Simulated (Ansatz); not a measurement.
BFH₆OSi₂, SMILES `B[SiH2]O[SiH2]F`. The species carries charge 0 and has multiplicity 1.

```xyz
11

B    -0.815    0.764    1.716
Si   -0.982   -0.760    0.426
O     0.015   -0.673   -0.887
Si    1.279    0.099   -1.533
F     2.502    0.072   -0.507
H    -0.072    1.689    1.563
H    -1.498    0.761    2.699
H    -2.383   -0.817   -0.080
H    -0.702   -2.041    1.135
H     0.958    1.522   -1.779
H     1.699   -0.616   -2.755
```

Problem. Give the diagnostics of a CCSD(T)/def2-TZVPP run (frozen core, Ansatz). (An estimate is asked.)

Solution. Ansatz gave: T1 = 0.0119, largest single amplitude 0.014, largest double 0.028, (T) share of the correlation energy 3.0 %, 10 CCSD cycles. The RHF solution is stable towards an unrestricted one. T1 lies under the customary mark of 0.02 for closed shells.
